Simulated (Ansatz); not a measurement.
Calculated with Ansatz (gas phase, PBE0-D4/def2-TZVP geometries, no zero-point term in ΔE). CBS: MP2 limit from def2 TZ/QZ plus the TZ coupled-cluster correction, frozen cores. DFT in def2-TZVPP. For Ge outer-core shells are correlated without core-valence functions, which leaves a few kJ/mol of doubt a bond. Scalar relativity is left out up to krypton. One conformer a species, not always the lowest.

Reaction (cleavage of the Si–Si bond): `[SiH3][SiH2][SiH2][GeH3]` + `CBO` → `CBO[SiH2][SiH3]` + `[SiH3][GeH3]`

```tsv
level	ΔE (kJ/mol)	difference from CCSD(T)/CBS
r2SCAN0-D4	-52.1	3.5
CAM-B3LYP-D4	-65.9	-10.3
revPBE	-33.7	21.9
PBE0	-40.7	14.9
r2SCANh	-51.5	4.1
r2SCAN0	-52.7	2.9
LC-ωPBE	-49.5	6.1
RPA@PBE/def2-TZVPP	-57.8	-2.2
CCSD/def2-SVP	-45.4	10.2
HF/def2-TZVPP	-85.4	-29.8
CCSD/def2-TZVPP	-59.6	-4.0
CCSD(T)/def2-TZVPP	-55.3	0.3
HF/def2-QZVPP	-88.0	-32.4
MP2/def2-QZVPP	-59.5	-3.9
HF/CBS(def2)	-88.4	-32.8
CCSD/CBS(def2)	-59.9	-4.3
CCSD(T)/CBS	-55.6	0
```

Question: What do rigid-rotor, harmonic-oscillator terms from PBE0-D4/def2-TZVP frequencies (298.15 K, 1 bar) make of the CCSD(T)/CBS value? (Estimate.)

Answer: Ansatz gave: ΔZPE = -7.0 kJ/mol, ΔH = -63.1 kJ/mol, ΔS = -11 J/(mol·K), ΔG = -59.9 kJ/mol. Modes under 50 cm⁻¹ make the entropy rough.

Largest T1 diagnostic among the species: 0.013.

Leaving LDA and LC-ωPBE aside and taking each functional with its dispersion term where it has one, the values, not all of them listed here, spread over 33.4 kJ/mol, from BHLYP-D4 to PBE-D4. In def2-TZVPP, CCSD(T) changes the Hartree–Fock value by +30.1 kJ/mol (the triples alone add +4.3 kJ/mol) and MP2 by +26.9 kJ/mol.
